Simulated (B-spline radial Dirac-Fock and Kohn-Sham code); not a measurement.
# What relativity does to the binding energies of Ar¹⁴⁺

System: argon as Ar¹⁴⁺ in the configuration [He] 2s2.

Both columns are ΔSCF binding energies of the configuration average from a radial atomic solver: non-relativistic Hartree-Fock with a point nucleus, and Dirac-Fock with a finite nucleus and the Coulomb interaction alone, averaged over the two j levels with weights 2j+1.

```
shell  Hartree-Fock (eV)  Dirac-Fock (eV)  shift (eV)  shift (%)
   1s             3923.3           3939.3      +15.96      +0.41
   2s              846.0            850.2       +4.21      +0.50
```

Relativity binds 1s, 2s more strongly, among those listed most of all 2s in relative terms.

Values without a named source are computed, but for edge energies of neutral atoms, which are taken from tables.
